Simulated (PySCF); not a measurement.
p-xylene (C₈H₁₀), singlet, geometry from GFN2-xTB; PySCF with MP2/STO-3G.

Input for PySCF:
```python
from pyscf import gto, scf, mp

mol = gto.Mole()
mol.atom = '''
    C     2.90010343    0.10407050    0.07787277
    C     1.40316491    0.03832036    0.03106845
    C     0.69680774    0.62920730   -1.00842597
    C    -0.68465728    0.58487718   -1.04300050
    C    -1.40253119   -0.05177108   -0.03913414
    C    -2.90108119   -0.08331770   -0.06542841
    C    -0.69623188   -0.64142983    1.00109676
    C     0.68523148   -0.59706443    1.03569245
    H     3.31899475    0.12674528   -0.92572707
    H     3.21787642    1.01005545    0.59561790
    H     3.30982381   -0.74990579    0.61248457
    H     1.23551140    1.12768548   -1.80226716
    H    -1.21364435    1.04918714   -1.86364012
    H    -3.27853436   -0.98551728    0.41076665
    H    -3.30198950    0.77524528    0.47493309
    H    -3.27255782   -0.04106511   -1.08678823
    H    -1.23473299   -1.14420713    1.79236000
    H     1.21441655   -1.06557715    1.85381189
'''
mol.basis = 'sto-3g'
mol.verbose = 4
mol.build()

mf = scf.RHF(mol)
mf.kernel()

pt = mp.MP2(mf)
pt.kernel()
print('E(MP2) = %.10f' % pt.e_tot)
```

### Question
What does PySCF print? Leave out banner, timings and long lists.

### Answer

```
PySCF version 2.14.0

[INPUT] verbose = 4
[INPUT] num. atoms = 18
[INPUT] num. electrons = 58
[INPUT] charge = 0
[INPUT] spin (= nelec alpha-beta = 2S) = 0
[INPUT] symmetry False subgroup None
[INPUT] Mole.unit = angstrom
[INPUT] Symbol           X                Y                Z      unit          X                Y                Z       unit  Magmom
[INPUT]  1 C      2.900103430000   0.104070500000   0.077872770000 AA    5.480401215612   0.196664742647   0.147158207861 Bohr   0.0
[INPUT]  2 C      1.403164910000   0.038320360000   0.031068450000 AA    2.651597387500   0.072414985395   0.058710861615 Bohr   0.0
[INPUT]  3 C      0.696807740000   0.629207300000  -1.008425970000 AA    1.316775790077   1.189029472577  -1.905648900199 Bohr   0.0
[INPUT]  4 C     -0.684657280000   0.584877180000  -1.043000500000 AA   -1.293814748390   1.105257686708  -1.970985292784 Bohr   0.0
[INPUT]  5 C     -1.402531190000  -0.051771080000  -0.039134140000 AA   -2.650399830260  -0.097833162373  -0.073952806720 Bohr   0.0
[INPUT]  6 C     -2.901081190000  -0.083317700000  -0.065428410000 AA   -5.482248914227  -0.157447634329  -0.123641775666 Bohr   0.0
[INPUT]  7 C     -0.696231880000  -0.641429830000   1.001096760000 AA   -1.315687572391  -1.212126706826   1.891798700589 Bohr   0.0
[INPUT]  8 C      0.685231480000  -0.597064430000   1.035692450000 AA    1.294899829130  -1.128288251420   1.957175079780 Bohr   0.0
[INPUT]  9 H      3.318994750000   0.126745280000  -0.925727070000 AA    6.271991086369   0.239513866781  -1.749370628396 Bohr   0.0
[INPUT] 10 H      3.217876420000   1.010055450000   0.595617900000 AA    6.080905136496   1.908728171124   1.125554705889 Bohr   0.0
[INPUT] 11 H      3.309823810000  -0.749905790000   0.612484570000 AA    6.254660521464  -1.417116562326   1.157428092822 Bohr   0.0
[INPUT] 12 H      1.235511400000   1.127685480000  -1.802267160000 AA    2.334778169778   2.131016711849  -3.405791335698 Bohr   0.0
[INPUT] 13 H     -1.213644350000   1.049187140000  -1.863640120000 AA   -2.293455434126   1.982676348016  -3.521769421552 Bohr   0.0
[INPUT] 14 H     -3.278534360000  -0.985517280000   0.410766650000 AA   -6.195532030376  -1.862357750226   0.776236469605 Bohr   0.0
[INPUT] 15 H     -3.301989500000   0.775245280000   0.474933090000 AA   -6.239855821190   1.465001258562   0.897493467593 Bohr   0.0
[INPUT] 16 H     -3.272557820000  -0.041065110000  -1.086788230000 AA   -6.184238006604  -0.077601811175  -2.053732110101 Bohr   0.0
[INPUT] 17 H     -1.234732990000  -1.144207130000   1.792360000000 AA   -2.333307188065  -2.162238105475   3.387069516625 Bohr   0.0
[INPUT] 18 H      1.214416550000  -1.065577150000   1.853811890000 AA    2.294914680639  -2.013648978095   3.503196758562 Bohr   0.0

nuclear repulsion = 342.359871221732
number of shells = 34
number of NR pGTOs = 150
number of NR cGTOs = 50
basis = sto-3g
ecp = {}

******** <class 'pyscf.scf.hf.RHF'> ********
method = RHF
initial guess = minao
damping factor = 0
level_shift factor = 0
DIIS = <class 'pyscf.scf.diis.CDIIS'>
diis_start_cycle = 1
diis_space = 8
diis_damp = 0
SCF conv_tol = 1e-09
SCF conv_tol_grad = None
SCF max_cycles = 50
direct_scf = True
direct_scf_tol = 1e-13
Set gradient conv threshold to 3.16228e-05
Initial guess from minao.
init E= -307.494446011628
  HOMO = -0.173514733733697  LUMO = 0.14335311013851  gap/eV = 8.62241
cycle= 1 E= -305.01388951172  delta_E= 2.48  |g|= 0.32  |ddm|= 5.48
  HOMO = -0.250459940654823  LUMO = 0.277112136058645  gap/eV = 14.35597
cycle= 2 E= -305.055937329654  delta_E= -0.042  |g|= 0.0786  |ddm|= 0.603
  HOMO = -0.26018492622696  LUMO = 0.270081033637444  gap/eV = 14.42927
cycle= 3 E= -305.058589057366  delta_E= -0.00265  |g|= 0.00955  |ddm|= 0.18
  HOMO = -0.258314244965177  LUMO = 0.27200482404365  gap/eV = 14.43072
cycle= 4 E= -305.058617103289  delta_E= -2.8e-05  |g|= 0.00158  |ddm|= 0.0139
  HOMO = -0.257592846447633  LUMO = 0.272766114425764  gap/eV = 14.43180
cycle= 5 E= -305.058617857381  delta_E= -7.54e-07  |g|= 0.000243  |ddm|= 0.00217
  HOMO = -0.25768067514186  LUMO = 0.272686976116425  gap/eV = 14.43204
cycle= 6 E= -305.058617892865  delta_E= -3.55e-08  |g|= 6.98e-05  |ddm|= 0.000483
  HOMO = -0.257691150700279  LUMO = 0.272679844187364  gap/eV = 14.43213
cycle= 7 E= -305.058617895507  delta_E= -2.64e-09  |g|= 2.43e-05  |ddm|= 0.000124
  HOMO = -0.257691545319491  LUMO = 0.272680324803554  gap/eV = 14.43215
cycle= 8 E= -305.058617895948  delta_E= -4.4e-10  |g|= 2.31e-06  |ddm|= 7.02e-05
  HOMO = -0.257691545906055  LUMO = 0.272680102026011  gap/eV = 14.43215
Extra cycle  E= -305.058617895951  delta_E= -3.64e-12  |g|= 7.99e-07  |ddm|= 4.11e-06
converged SCF energy = -305.058617895951

******** <class 'pyscf.mp.mp2.RMP2'> ********
nocc = 29, nmo = 50
E(RMP2) = -305.509409963092  E_corr = -0.450792067140299
E(SCS-RMP2) = -305.526659235581  E_corr = -0.46804133962947
E_corr(same-spin) = -0.0841259318525641
E_corr(oppo-spin) = -0.366666135287735
E(MP2) = -305.5094099631
```
